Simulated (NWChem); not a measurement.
System: C3H6OSi; SMILES C=C=CO[SiH3]

Parts of the log:

```
             Northwest Computational Chemistry Package (NWChem) 7.3.0
             --------------------------------------------------------

                             Geometry "geometry" -> ""
                             -------------------------

 Output coordinates in angstroms (scale by  1.889725989 to convert to a.u.)

  No.       Tag          Charge          X              Y              Z
 ---- ---------------- ---------- -------------- -------------- --------------
    1 C                    6.0000     0.19036100     3.08842200    -0.12004200
    2 C                    6.0000    -0.09708600     1.82493900     0.05595500
    3 C                    6.0000    -0.42796000     0.56823400     0.25238200
    4 O                    8.0000     0.45740100    -0.46134200     0.20142600
    5 Si                  14.0000     0.05838700    -2.06258400    -0.09508300
    6 H                    1.0000     0.51346100     3.72502100     0.71282400
    7 H                    1.0000     0.12622800     3.56043000    -1.10807600
    8 H                    1.0000    -1.46938600     0.31420300     0.50129000
    9 H                    1.0000     1.26176900    -2.85565300     0.26304800
   10 H                    1.0000    -1.10971900    -2.45270700     0.75331100
   11 H                    1.0000    -0.29519700    -2.27066500    -1.53088100

 Effective nuclear repulsion energy (a.u.)     198.5239518594

                              NWChem Property Module
                              ----------------------

  itol2e modified to match energy
  convergence criterion.

                                 NWChem DFT Module
                                 -----------------

 Summary of "ao basis" -> "ao basis" (spherical)
 ------------------------------------------------------------------------------
       Tag                 Description            Shells   Functions and Types
 ---------------- ------------------------------  ------  ---------------------
 C                           6-31g*                  6       14   3s2p1d
 O                           6-31g*                  6       14   3s2p1d
 Si                          6-31g*                  8       18   4s3p1d
 H                           6-31g*                  2        2   2s

  itol2e modified to match energy
  convergence criterion.

            General Information
            -------------------
          SCF calculation type: DFT
          Wavefunction type:  closed shell.
          No. of atoms     :    11
          No. of electrons :    46
           Alpha electrons :    23
            Beta electrons :    23
          Charge           :     0
          Spin multiplicity:     1
          Use of symmetry is: off; symmetry adaption is: off
          Maximum number of iterations: 150
          AO basis - number of functions:    86
                     number of shells:    44
          Convergence on energy requested:  1.00D-07
          Convergence on density requested:  1.00D-05
          Convergence on gradient requested:  5.00D-04

              XC Information
              --------------
                         B3LYP Method XC Potential
                     Hartree-Fock (Exact) Exchange  0.200
                        Slater Exchange Functional  0.800 local
                    Becke 1988 Exchange Functional  0.720 non-local
              Lee-Yang-Parr Correlation Functional  0.810
                  VWN I RPA Correlation Functional  0.190 local

[...]

          -----------------------------------------
          Chemical Shielding Tensors (GIAO, in ppm)
          -----------------------------------------

                                NWChem CPHF Module
                                ------------------

  scftype          =     RHF
  nclosed          =       23
  nopen            =        0
  variables        =     1449
  # of vectors     =        3
  tolerance        = 0.10D-03
  level shift      = 0.00D+00
  max iterations   =       50
  max subspace     =       30

 SCF residual:    3.6696236558825398E-004

Iterative solution of linear equations
  No. of variables     1449
  No. of equations        3
  Maximum subspace       30
        Iterations       50
       Convergence  1.0D-04

   iter   nsub   residual    time
   ----  ------  --------  ---------
     1      3    5.63D-01      26.5
     2      6    3.32D-02      29.3
     3      9    1.81D-03      32.0
     4     12    1.50D-04      34.8
     5     15    6.47D-06      37.5

      Atom:    1  C
        Diamagnetic
    265.4218      1.9257      2.7244
      1.9257    268.7481      0.5499
      2.7244      0.5499    278.5593

        Paramagnetic
    -98.6386    -18.8924    -29.7170
    -18.8924   -151.0609     -4.9417
    -29.7170     -4.9417   -241.4024

        Total Shielding Tensor
    166.7833    -16.9667    -26.9926
    -16.9667    117.6872     -4.3918
    -26.9926     -4.3918     37.1570

           isotropic =     107.2091
          anisotropy =     103.8533

          Principal Components and Axis System
                 1           2           3
              176.4447    114.1085     31.0742

      1         0.9492      0.2386      0.2051
      2        -0.2610      0.9612      0.0896
      3        -0.1757     -0.1386      0.9746

      Atom:    2  C
        Diamagnetic
    221.2347     15.5444     -2.5632
     15.5444    282.7114     -8.5952
     -2.5632     -8.5952    216.8973

        Paramagnetic
   -200.7483    -11.4973     -6.0722
    -11.4973   -308.2784      9.7173
     -6.0722      9.7173   -234.1568

        Total Shielding Tensor
     20.4864      4.0471     -8.6354
      4.0471    -25.5669      1.1221
     -8.6354      1.1221    -17.2595

           isotropic =      -7.4467
          anisotropy =     -28.3997

          Principal Components and Axis System
                 1           2           3
              -26.3798     22.6550    -18.6152

      1        -0.1271      0.9749      0.1826
      2         0.9627      0.0770      0.2594
      3        -0.2388     -0.2088      0.9484

      Atom:    3  C
        Diamagnetic
    273.0907     -8.9568     -3.0933
     -8.9568    272.2732      1.8634
     -3.0933      1.8634    253.7577

        Paramagnetic
   -252.5040      6.5758     23.1940
      6.5758   -180.3083      1.2001
     23.1940      1.2001   -132.3040

        Total Shielding Tensor
     20.5867     -2.3810     20.1007
     -2.3810     91.9649      3.0636
     20.1007      3.0636    121.4537

           isotropic =      78.0017
          anisotropy =      71.2587

          Principal Components and Axis System
                 1           2           3
              125.5076     91.8820     16.6157

      1         0.1859     -0.0523      0.9812
      2         0.0763      0.9963      0.0387
      3         0.9796     -0.0676     -0.1893

      Atom:    4  O
        Diamagnetic
    386.9004    -11.2960      1.0542
    -11.2960    417.5392      6.1951
      1.0542      6.1951    375.9722

        Paramagnetic
   -106.6598     27.1458      7.7947
     27.1458   -190.9929     -8.0552
      7.7947     -8.0552    -40.3122

        Total Shielding Tensor
    280.2406     15.8498      8.8488
     15.8498    226.5464     -1.8601
      8.8488     -1.8601    335.6601

           isotropic =     280.8157
          anisotropy =      84.3396

          Principal Components and Axis System
                 1           2           3
              337.0421    283.3394    222.0656

      1         0.1555      0.9508     -0.2679
      2         0.0057      0.2703      0.9628
      3         0.9878     -0.1512      0.0366

      Atom:    5  Si
        Diamagnetic
    878.5279      0.9571      0.1779
      0.9571    887.1578      1.4925
      0.1779      1.4925    877.8684

        Paramagnetic
   -485.3615     12.1904      4.2413
     12.1904   -396.6509     11.4263
      4.2413     11.4263   -498.2167

        Total Shielding Tensor
    393.1664     13.1475      4.4192
     13.1475    490.5069     12.9189
      4.4192     12.9189    379.6516

           isotropic =     421.1083
          anisotropy =     109.0709

          Principal Components and Axis System
                 1           2           3
              493.8223    391.9330    377.5696

      1         0.1337      0.9702     -0.2022
      2         0.9842     -0.1539     -0.0880
      3         0.1165      0.1872      0.9754

      Atom:    6  H
        Diamagnetic
     25.4334      3.5575      3.9802
      3.5575     33.0736      7.3106
      3.9802      7.3106     35.0358

        Paramagnetic
      0.1919     -2.7375     -3.5585
     -2.7375     -4.1173     -6.6214
     -3.5585     -6.6214     -8.8676

        Total Shielding Tensor
     25.6253      0.8200      0.4217
      0.8200     28.9563      0.6892
      0.4217      0.6892     26.1682

           isotropic =      26.9166
          anisotropy =       3.6261

          Principal Components and Axis System
                 1           2           3
               29.3340     26.0774     25.3385

      1         0.2353      0.2977      0.9252
      2         0.9427     -0.3016     -0.1427
      3         0.2366      0.9057     -0.3517

      Atom:    7  H
        Diamagnetic
     24.0126      0.1720      1.1166
      0.1720     30.5168     -6.9893
      1.1166     -6.9893     38.9527

        Paramagnetic
      1.4180      0.1691     -1.1788
      0.1691     -1.8899      5.6997
     -1.1788      5.6997    -12.2071

[...]
```

Level: B3LYP/6-31G* (spherical d), GIAO. Coordinates come from a PBE0/def2-SVP optimisation. NWChem prints the field gradient with the sign opposite to the second derivative of the potential. The printed shielding anisotropy is the first printed principal value minus the mean of the other two.

Task: Write an input that gives this output.

Result: One answer among several that fit: the input that was run:
```
start job
memory heap 200 mb stack 900 mb global 1100 mb
geometry units angstroms noautosym nocenter noautoz
  C      0.190361     3.088422    -0.120042
  C     -0.097086     1.824939     0.055955
  C     -0.427960     0.568234     0.252382
  O      0.457401    -0.461342     0.201426
  Si     0.058387    -2.062584    -0.095083
  H      0.513461     3.725021     0.712824
  H      0.126228     3.560430    -1.108076
  H     -1.469386     0.314203     0.501290
  H      1.261769    -2.855653     0.263048
  H     -1.109719    -2.452707     0.753311
  H     -0.295197    -2.270665    -1.530881
end
basis spherical
  C library 6-31g*
  O library 6-31g*
  Si library 6-31g*
  H library 6-31g*
end
dft
  xc b3lyp
  iterations 150
end
property
  shielding
  efieldgrad
end
task dft property
```
